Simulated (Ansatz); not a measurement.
Coupled-cluster diagnostics for [InClH3]- (InH3Cl⁻), Ansatz.

Geometry of the singlet (PBE0-D4/def2-TZVPD):

```xyz
5

In    0.098    0.072   -0.198
Cl   -0.952   -0.697    1.931
H     0.634   -1.411   -0.990
H     1.417    1.126    0.312
H    -1.196    0.910   -1.054
```

In the def2 sets In takes a core potential; there is no spin–orbit coupling. Correlated methods freeze 9 core orbitals; core or outer-core shells of In are correlated, in sets that lack core-valence functions. In CCSD on the charge 0 doublet the largest single amplitude is 0.22, so its Hartree–Fock determinant may place the open shell otherwise than the density functionals do.

(1) Estimate the CCSD(T) correlation energy, the shares of MP2 and (T), T1 and the reference's ⟨S²⟩ for: charge -1, singlet, own geometry in def2-TZVPPD; charge 0, doublet, vertical in def2-TZVPPD; and the rough time on 4 threads of Intel Xeon Platinum 8259CL on a shared host.

Results:

(1) 
```csv
state,basis,correlation (eV),MP2 share (%),(T) share (%),T1,⟨S²⟩ (pure),wall time
"charge -1, singlet, own geometry",def2-TZVPPD,-15.321,92.0,3.2,0.013,0.00 (0.00),11 s
"charge 0, doublet, vertical",def2-TZVPPD,-14.816,90.9,3.8,0.044,0.77 (0.75),47 s
```
Customary marks for T1 are 0.02 (closed shells), 0.045 (open shells) and about 0.05 (3d metals). T1 exceeds 0.02 in 1 of 2 rows and 0.045 in 0; the higher it lies, the less the single-reference result can be trusted.
